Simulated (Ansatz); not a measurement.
**Two structures, one formula**

The two ends of one reaction step of SnPH7O, closed shell (PBE0-D4/def2-TZVP).

A:

```tsv
atom	x (Å)	y (Å)	z (Å)
Sn1	-0.8228	1.4386	-0.6660
O2	0.6669	1.0622	0.5802
H3	-0.4948	0.6820	-2.1578
H4	-0.8596	3.1427	-0.8446
H5	-2.2172	0.8452	0.0994
H6	0.4081	-1.7532	1.7087
P7	0.2055	-1.9327	0.3196
H8	1.3463	1.7392	0.5557
H9	0.1831	-3.3517	0.4004
H10	1.5845	-1.8723	0.0044
```

B:

```
10
angstrom
Sn -0.7131 0.3875 -0.9644
O 0.8303 0.6634 1.7763
H -1.5589 0.1925 -2.4453
H 0.6348 1.3949 -1.2525
H -1.7792 1.1580 0.1264
H 0.2400 0.5711 2.5282
P -0.0755 -1.8699 -0.0915
H 1.1882 1.5523 1.8382
H 1.3113 -1.5794 -0.1355
H -0.0781 -2.4705 -1.3800
```

Computed with Ansatz 0.2.0 (basis: def2-TZVPP); correlated methods freeze the cores. Filled d shells of the heavier atoms are correlated. Core potentials replace the inner electrons of the atoms past krypton. The def2 sets are not built for correlating such inner shells, so the correlated values are less sure here. B3LYP uses VWN-RPA correlation.

Task: Which structure is lower at CCSD(T), and by how much? (Judge from chemistry; the value comes from the calculation.)

Result: Computed: B, by 24.3 kJ/mol (electronic energy, against the other). By their contacts, A is a complex of SnH₄O ([OH][SnH3]) + PH₃ and B is a complex of SnPH₅ ([PH2][SnH3]) + H₂O.

All methods give the same order:

```
      method  E(B) − E(A) (kJ/mol)
       SPW92                 -35.2
      PBE-D4                 -31.8
     BLYP-D4                 -19.8
   r2SCAN-D4                 -26.2
      B97M-V                 -20.7
     PBE0-D4                 -34.4
    B3LYP-D4                 -22.7
  r2SCAN0-D4                 -30.6
    BHLYP-D4                 -22.9
CAM-B3LYP-D4                 -17.9
     wB97X-V                 -20.2
     wB97M-V                 -25.0
      B2PLYP                 -20.8
    PBE-QIDH                 -31.0
  RPA on PBE                 -18.2
          HF                 -15.2
         MP2                 -26.7
        CCSD                 -23.6
     CCSD(T)                 -24.3
```

T1 diagnostic: at most 0.014.

Labels in which every atom is bracketed show which atoms are joined, not bond orders.

For scale, one of the runs: CCSD(T)/def2-TZVPP, 221 basis functions, launched by `ansatz run in.yaml --threads 4 --pin off --events-out ev --progress --plain --max-ram 9574MiB`. The run took 66 s on 4 CPU threads of an Intel Xeon Platinum 8375C (shared host), with 3.7 GiB of host memory at its peak.
